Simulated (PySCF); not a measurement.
GeO, charge -1, doublet, geometry from GFN2-xTB (a state made from the parent by changing its charge; the spin is typed, not shown lowest); HF/aug-cc-pVDZ in PySCF.

The PySCF input:
```python
from pyscf import gto, scf

mol = gto.Mole()
mol.atom = '''
    Ge   -0.00000000   -0.00000000   -0.34203869
    O     0.00000000    0.00000000    1.36815475
'''
mol.basis = 'aug-cc-pvdz'
mol.charge = -1
mol.spin = 1
mol.verbose = 4
mol.build()

mf = scf.UHF(mol)
mf.kernel()
```

**Question.** Predict the main parts of the log of this PySCF run.

**Answer.** 
```
PySCF version 2.14.0

[INPUT] verbose = 4
[INPUT] num. atoms = 2
[INPUT] num. electrons = 41
[INPUT] charge = -1
[INPUT] spin (= nelec alpha-beta = 2S) = 1
[INPUT] symmetry False subgroup None
[INPUT] Mole.unit = angstrom
[INPUT] Symbol           X                Y                Z      unit          X                Y                Z       unit  Magmom
[INPUT]  1 Ge     0.000000000000   0.000000000000  -0.342038690000 AA    0.000000000000   0.000000000000  -0.646359448105 Bohr   0.0
[INPUT]  2 O      0.000000000000   0.000000000000   1.368154750000 AA    0.000000000000   0.000000000000   2.585437773523 Bohr   0.0

nuclear repulsion = 79.2128906748233
number of shells = 17
number of NR pGTOs = 121
number of NR cGTOs = 59
basis = aug-cc-pvdz
ecp = {}

******** <class 'pyscf.scf.uhf.UHF'> ********
method = UHF
initial guess = minao
damping factor = 0
level_shift factor = 0
DIIS = <class 'pyscf.scf.diis.CDIIS'>
diis_start_cycle = 1
diis_space = 8
diis_damp = 0
SCF conv_tol = 1e-09
SCF conv_tol_grad = None
SCF max_cycles = 50
direct_scf = True
direct_scf_tol = 1e-13
number electrons alpha = 21  beta = 20
Set gradient conv threshold to 3.16228e-05
init E= -2149.27319353432

cycle= 1 E= -2150.01496148658  delta_E= -0.742  |g|= 0.591  |ddm|= 1.12
cycle= 2 E= -2149.85394153772  delta_E= 0.161  |g|= 0.863  |ddm|= 1.02
cycle= 3 E= -2150.19299583591  delta_E= -0.339  |g|= 0.0395  |ddm|= 0.556
cycle= 4 E= -2150.19502965415  delta_E= -0.00203  |g|= 0.0111  |ddm|= 0.114
cycle= 5 E= -2150.1952564102  delta_E= -0.000227  |g|= 0.00374  |ddm|= 0.0399
cycle= 6 E= -2150.19528844092  delta_E= -3.2e-05  |g|= 0.00174  |ddm|= 0.0136
cycle= 7 E= -2150.19529760796  delta_E= -9.17e-06  |g|= 0.000995  |ddm|= 0.00746
cycle= 8 E= -2150.19530120166  delta_E= -3.59e-06  |g|= 0.000595  |ddm|= 0.00455
cycle= 9 E= -2150.19530310064  delta_E= -1.9e-06  |g|= 0.000494  |ddm|= 0.00265
cycle= 10 E= -2150.19530479781  delta_E= -1.7e-06  |g|= 0.000441  |ddm|= 0.00219
cycle= 11 E= -2150.19530684062  delta_E= -2.04e-06  |g|= 0.000394  |ddm|= 0.00275
cycle= 12 E= -2150.19531101782  delta_E= -4.18e-06  |g|= 0.000286  |ddm|= 0.00718
cycle= 13 E= -2150.19531326627  delta_E= -2.25e-06  |g|= 0.00016  |ddm|= 0.00674
cycle= 14 E= -2150.19531378815  delta_E= -5.22e-07  |g|= 7.58e-05  |ddm|= 0.00336
cycle= 15 E= -2150.19531387046  delta_E= -8.23e-08  |g|= 4.13e-05  |ddm|= 0.00134
cycle= 16 E= -2150.19531388289  delta_E= -1.24e-08  |g|= 2.69e-05  |ddm|= 0.000431
cycle= 17 E= -2150.19531388439  delta_E= -1.49e-09  |g|= 1.05e-05  |ddm|= 0.000144
cycle= 18 E= -2150.19531388483  delta_E= -4.42e-10  |g|= 3.16e-06  |ddm|= 5.16e-05
Extra cycle  E= -2150.19531388484  delta_E= -1.55e-11  |g|= 2.02e-06  |ddm|= 6.79e-06
converged SCF energy = -2150.19531388484  <S^2> = 0.76692699  2S+1 = 2.016856
```
